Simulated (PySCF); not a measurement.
## From computed data to an observable: oscillator strength and radiative lifetime

Mg(SH)2 (H2MgS2), SMILES [SH][Mg][SH].

The structure is a stationary point at B3LYP-D3(BJ)/def2-TZVP. The values are those of a single conformer.

TDA-PBE0/def2-SVPD (PySCF 2.14.0) puts the first singlet state with f over 0.02 at 4.57 eV (vertical), with the transition dipole (0.000, 0.000, 0.644) in atomic units.

Find the oscillator strength, the wavelength and the radiative lifetime that this transition would have in vacuum if emission retraced absorption.


|μ|² = 0.4147 au, so |μ| = 1.64 D. ΔE = 4.57/27.211 = 0.1679 hartree. f = (2/3) ΔE |μ|² = 0.046 (the program prints 0.046).
λ = 1239.84/4.57 = 271 nm; ν = 36860 cm⁻¹.
Einstein's coefficient A = 0.6670 ν² f s⁻¹ (ν in cm⁻¹) = 4.2e7 s⁻¹, so τ = 1/A = 24 ns. This state is S1. The figure is the radiative limit of this one transition; relaxation, internal conversion, crossing to triplets and a medium change what is measured.
